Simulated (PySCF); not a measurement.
C₄H₉NaO (SMILES CC(C)(C)[O][Na]), singlet, geometry from GFN2-xTB (such geometries of metal compounds can be far from the true shape). Base run: DF-HF/def2-SV(P) run with PySCF.

The PySCF input:
```python
from pyscf import gto, scf

mol = gto.M(
    atom='''
Na    1.414170    1.644525    0.991220
O     0.006385    0.484381    0.826454
C    -0.342108   -0.363581   -0.180341
C     0.752610   -1.423459   -0.426438
C    -1.651286   -1.099211    0.190440
C    -0.576677    0.398836   -1.501876
H     0.464123   -2.116155   -1.212720
H     0.924299   -1.978177    0.492495
H     1.683673   -0.923666   -0.712627
H    -1.498791   -1.651429    1.112999
H    -1.953790   -1.783880   -0.597437
H    -2.435417   -0.366281    0.355935
H     0.346679    0.909268   -1.794818
H    -1.353274    1.144325   -1.350063
H    -0.879683   -0.274339   -2.299518
''',
    basis='def2-sv(p)',
    charge=0,
    spin=0,
    verbose=5,
)

mf = scf.RHF(mol)
mf = mf.density_fit(auxbasis='def2-universal-jkfit')
mf.kernel()
mf.analyze()
```

The base run was repeated with changes; each row names its change, and settings that it needs were set with it.

| change | basis functions | E (Eh) | HOMO (eV) | HOMO-LUMO gap (eV) | dipole (D) |
|---|---|---|---|---|---|
| base | 103 | -393.17043 | -8.65 | 8.67 | 7.38 |
| basis = jorge-DZP-DKH; relativity = spin-free X2C (without mf = mf.density_fit(auxbasis='def2-universal-jkfit')) | 144 | -393.77448 | -8.66 | 8.60 | 7.47 |
| basis = x2c-SVPall; relativity = spin-free X2C (without mf = mf.density_fit(auxbasis='def2-universal-jkfit')) | 130 | -393.51054 | -8.62 | 8.66 | 7.35 |
| basis = x2c-SVPall; relativity = none (without mf = mf.density_fit(auxbasis='def2-universal-jkfit')) | 130 | -393.17946 | -8.63 | 8.67 | 7.35 |
| basis = jorge-DZP-DKH; relativity = spin-free X2C; nucleus = Gaussian (with nucmod='G'; without mf = mf.density_fit(auxbasis='def2-universal-jkfit')) | 144 | -393.77440 | -8.66 | 8.60 | 7.47 |
| basis = cc-pVDZ-DK; relativity = spin-free X2C; nucleus = Gaussian (with nucmod='G'; without mf = mf.density_fit(auxbasis='def2-universal-jkfit')) | 133 | -393.75993 | -8.59 | 8.44 | 7.41 |
| basis = x2c-SVPall; relativity = spin-free X2C; nucleus = Gaussian (with nucmod='G'; without mf = mf.density_fit(auxbasis='def2-universal-jkfit')) | 130 | -393.51046 | -8.62 | 8.66 | 7.35 |
| basis = cc-pVDZ-DK; relativity = spin-free X2C (without mf = mf.density_fit(auxbasis='def2-universal-jkfit')) | 133 | -393.76001 | -8.59 | 8.44 | 7.41 |
| basis = jorge-DZP-DKH; relativity = none (without mf = mf.density_fit(auxbasis='def2-universal-jkfit')) | 144 | -393.43084 | -8.67 | 8.60 | 7.48 |
| basis = cc-pVDZ-DK; relativity = none (without mf = mf.density_fit(auxbasis='def2-universal-jkfit')) | 133 | -393.40360 | -8.60 | 8.45 | 7.41 |

Total energies compare only within one method and basis.

Basis sets contracted for a relativistic Hamiltonian are a mismatch without it, so the rows without relativity aren't non-relativistic limits. No row has spin-orbit coupling; sets with core potentials leave out the core electrons.
